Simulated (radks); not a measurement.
Values are calculated unless marked as measured or tabulated.
Q: The mean radii <r> (bohr) of the occupied orbitals of an atom or ion are listed with their occupations. Level of theory: Dirac Kohn-Sham, LDA (Slater exchange, Perdew-Wang correlation), spin-unpolarised, spherical densities, finite nucleus; Fermi nuclear charge, rms radius of each element as measured or else 0.836 A^(1/3) + 0.57 fm (a radial shooting solver on a logarithmic mesh with Libxc functionals).

| orbital | occ. | <r> |
|---|---|---|
| 1s1/2 | 2 | 0.01900 |
| 2s1/2 | 2 | 0.07986 |
| 2p1/2 | 2 | 0.06617 |
| 2p3/2 | 4 | 0.07390 |
| 3s1/2 | 2 | 0.2084 |
| 3p1/2 | 2 | 0.1983 |
| 3p3/2 | 4 | 0.2126 |
| 3d3/2 | 4 | 0.1865 |
| 3d5/2 | 6 | 0.1909 |
| 4s1/2 | 2 | 0.4595 |
| 4p1/2 | 2 | 0.4634 |
| 4p3/2 | 4 | 0.4930 |
| 4d3/2 | 4 | 0.5027 |
| 4d5/2 | 6 | 0.5121 |
| 4f5/2 | 6 | 0.5300 |
| 5s1/2 | 2 | 0.9661 |
| 5p1/2 | 2 | 1.015 |
| 5p3/2 | 4 | 1.072 |
| 6s1/2 | 2 | 1.813 |

Name the element and its charge. Open shells, if any, fill j = l - 1/2 first.

A: Z = 72, hafnium, charge +10: Hf10+ in [Xe] 4f6 6s2. The 1s radius gives Z: for a bare nucleus <r> = (2 gamma + 1)/(2Z) with gamma = sqrt(1 - (Z/c)^2), 0.01876 bohr for Z = 72, and screening makes it slightly larger (0.01900 here). The occupations add up to 62, and the charge is Z minus that.
